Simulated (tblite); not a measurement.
Run record: tight-binding relaxation, `C=C1[C@@H](Br)[C@H]1CCB(F)F`.

Computed with GFN2-xTB geometry optimisation, gas phase (tblite 0.8.0). Start geometry: from a force field or distance geometry. The command runs a driver script over a list of jobs; the input below is this job's line of settings and its coordinates in Å.

Command:
```bash
OMP_NUM_THREADS=1 python probes_run.py task.json out
```

Input:
```
{"job": {"kind": "relax", "xc": "GFN2-xTB", "basis": "xTB"}, "charge": 0, "multiplicity": 1}
C     -2.779600    -1.179300     0.125600
C     -1.983200    -0.134100     0.041000
C     -1.561400     1.247100     0.369100
Br    -1.033900     1.660700     2.153000
C     -0.692200     0.406800    -0.511200
C      0.493800    -0.304400     0.054600
C      1.744300     0.282400    -0.545900
B      3.062000    -0.422200     0.025400
F      3.148800    -0.622400     1.456400
F      4.291200    -0.282800    -0.706000
H     -3.712500    -1.203600     0.681400
H     -2.510400    -2.084800    -0.413800
H     -2.158000     2.065100    -0.099900
H     -0.724100     0.670300    -1.592700
H      0.579900    -0.208300     1.150700
H      0.343200    -1.384000    -0.144200
H      1.695600     0.127000    -1.656100
H      1.787700     1.373200    -0.399300
```

Output:
```
step      E/eV     max force
  0    -862.79982    3.610
  1    -863.34693    2.317
  2    -863.56646    2.707
  3    -863.65733    0.854
  4    -863.69697    0.507
  5    -863.71677    0.646
  6    -863.72879    0.336
  7    -863.73962    0.247
  8    -863.74606    0.260
  9    -863.75234    0.184
... (110 lines left out)
120    -863.85397    0.030
121    -863.85411    0.031
122    -863.85421    0.043
123    -863.85432    0.025
124    -863.85439    0.017
125    -863.85446    0.014
126    -863.85450    0.012
127    -863.85454    0.013
128    -863.85457    0.011
129    -863.85459    0.010
```

«max force» is the largest atomic force in eV/Å.

Problem. From which step on does the largest force stay under 0.1 eV/Å, and how much energy is left to gain from there?

Solution. From step 79 (0.077 eV/Å), 8.0 meV above the end.

Main results: energy lowered by 24.3 kcal/mol over 129 steps; largest atomic force 0.010 eV/Å at the end.

Problem. Give the final coordinates.

Solution. 0.488 Å rms from the input after alignment:
```
atom  x, y, z in Å
C1    -2.9461   -1.0462    0.3643
C2    -2.0276   -0.1852    0.0094
C3    -1.4992    1.1720    0.1280
Br4   -0.8388    1.7997    1.8423
C5    -0.7427    0.1035   -0.6422
C6     0.5364   -0.4969   -0.0993
C7     1.7453    0.3984   -0.4020
B8     3.1188   -0.1560    0.1413
F9     3.2329   -1.2581    0.8526
F10    4.2654    0.4504   -0.0920
H11   -3.7725   -0.7627    0.9961
H12   -2.9127   -2.0713    0.0332
H13   -1.9593    1.9937   -0.4037
H14   -0.7356    0.2341   -1.7211
H15    0.4482   -0.6379    0.9790
H16    0.6840   -1.4819   -0.5470
H17    1.8193    0.5613   -1.4812
H18    1.5753    1.3892    0.0306
```

Problem. How long does this job take on Arm Neoverse N1, one thread, shared host with 64 logical CPUs at a one-minute load of 60?

Solution. About 1.9 s.
Labels such as C1 count atoms from 1, the log's own numbers from 0.
